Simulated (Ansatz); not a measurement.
Computed with Ansatz on PBE0-D4/def2-TZVP structures; ΔE is electronic, products minus reactants. CBS: MP2 limit from def2 TZ/QZ plus the TZ coupled-cluster correction, frozen cores. This one scheme is used for every species. Functionals use def2-TZVPP. B3LYP here is the variant with VWN-RPA as its local correlation; programs differ in this. HSE06 is defined as in plane-wave codes. One conformer a species, not always the lowest.

Reaction (ligand exchange at a B–F bond): `FB1BC1` + `[SiH3]S` → `[SiH3]SB1BC1` + H–F

```
             level  ΔE (kcal/mol)  difference from CCSD(T)/CBS
       LDA (SPW92)           13.7                          1.9
            PBE-D4           12.0                          0.2
         revPBE-D4           10.3                         -1.5
           BLYP-D4           14.2                          2.4
         r2SCAN-D4           14.1                          2.3
            B97M-V           15.1                          3.3
           PBE0-D4           11.6                         -0.2
          B3LYP-D4           14.0                          2.2
        r2SCANh-D4           13.8                          2.0
          HSE06-D4           11.6                         -0.2
          BHLYP-D4           14.0                          2.2
      CAM-B3LYP-D4           15.7                          3.9
           ωB97X-V           13.8                          2.0
           ωB97M-V           14.7                          2.9
            B2PLYP           15.2                          3.4
          PBE-QIDH           11.9                          0.1
               PBE           14.1                          2.3
            revPBE           14.5                          2.7
            r2SCAN           14.7                          2.9
              PBE0           13.4                          1.6
           r2SCANh           14.5                          2.7
           r2SCAN0           14.1                          2.3
             HSE06           13.4                          1.6
             BHLYP           17.0                          5.2
         CAM-B3LYP           17.7                          5.9
RPA@PBE/def2-TZVPP           13.1                          1.3
       HF/def2-SVP           18.5                          6.7
      MP2/def2-SVP           15.7                          3.9
     CCSD/def2-SVP           16.5                          4.7
  CCSD(T)/def2-SVP           16.3                          4.5
     HF/def2-TZVPP           17.7                          5.9
    MP2/def2-TZVPP           11.1                         -0.7
SCS-MP2/def2-TZVPP           12.8                          1.0
   CCSD/def2-TZVPP           13.4                          1.6
CCSD(T)/def2-TZVPP           12.6                          0.8
    MP2/def2-QZVPP           10.7                         -1.1
SCS-MP2/def2-QZVPP           12.5                          0.7
      HF/CBS(def2)           18.0                          6.2
     MP2/CBS(def2)           10.3                         -1.5
    CCSD/CBS(def2)           12.6                          0.8
       CCSD(T)/CBS           11.8                            0
```

Largest T1 diagnostic among the species: 0.014.

The D4 term adds −3.3 kcal/mol with B3LYP and −1.9 kcal/mol with PBE0; it sums over pairs of atoms, weighted by their polarisabilities, and B3LYP, whose exchange is more repulsive, gets the larger term. Leaving LDA and LC-ωPBE aside and taking each functional with its dispersion term where it has one, the values spread over 5.3 kcal/mol, from revPBE-D4 to CAM-B3LYP-D4. From BLYP to BHLYP (50 % exact exchange), in def2-TZVPP and without D4, ΔE moves by −1.3 kcal/mol.
